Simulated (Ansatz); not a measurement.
Coupled-cluster diagnostics for the cluster VO₄H₃ (the lowest singlet isomer of a short search), Ansatz.

Geometry of the singlet (r2SCAN-D4/def2-SVP):

Cartesian coordinates in Å:
```
V 0.320 0.286 -0.227
O 0.799 -0.226 1.490
O 0.269 -1.443 0.850
O 1.407 0.134 -1.338
O -1.339 0.501 -0.762
H -0.597 -1.553 1.289
H -1.608 0.586 -1.688
H 0.750 1.715 0.386
```

Correlated methods freeze 9 core orbitals; core or outer-core shells of V are correlated, in sets that lack core-valence functions. The structure holds one bond between oxygen atoms, so isomers without such links may lie far lower. The structure comes from a short search, and lower isomers may exist.

Task: Estimate the CCSD(T) correlation energy, the shares of MP2 and (T), T1 and the reference's ⟨S²⟩ for: charge 0, singlet, own geometry in def2-TZVP; and the rough time on 4 threads of Arm Neoverse V2 on a shared host.

Result: 
```tsv
state	basis	correlation (eV)	MP2 share (%)	(T) share (%)	T1	⟨S²⟩ (pure)	wall time	remarks
charge 0, singlet, own geometry	def2-TZVP	-42.546	99.4	6.1	0.030	0.00 (0.00)	1.7 min	restricted SCF unstable
```
Customary marks for T1 are 0.02 (closed shells), 0.045 (open shells) and about 0.05 (3d metals). T1 exceeds 0.02 in 1 of 1 rows and 0.045 in 0; the higher it lies, the less the single-reference result can be trusted.
